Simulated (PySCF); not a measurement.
**Cobalt: a sound run and one with changed settings**

Sound run: Co⁺ [Ar] 3d8, Co²⁺ [Ar] 3d7. Computed with PySCF 2.14 in cc-pVTZ (7s6p4d2f1g, 68 functions), with no relativity, point nucleus. The sound run starts from symmetry-adapted Hartree-Fock orbitals and uses a fine grid where one is needed.

Changed run: radial step 0.8 in ln r (0.13 in the sound run). This setting is unsound on purpose.

```
species  method  sound run (hartree)  changed run (hartree)  converged
    Co⁺     UHF          -1381.13666            -1381.13666        yes
    Co⁺    PBE0          -1382.24554            -1382.43993        yes
    Co⁺     PBE          -1382.22583            -1382.48780        yes
   Co²⁺     UHF          -1380.60982            -1380.60982        yes
   Co²⁺    PBE0          -1381.60822            -1381.81413        yes
   Co²⁺     PBE          -1381.56371            -1381.83985        yes
```

Ionisation energy of Co⁺:

```tsv
method	sound run (eV)	changed run (eV)
UHF	14.336	14.336
PBE0	17.342	17.029
PBE	18.017	17.632
```

A coarse radial grid mis-integrates the density and the exchange-correlation energy, with errors of either sign; Hartree-Fock needs no grid.

For comparison, NIST gives 17.084 eV between the lowest levels.
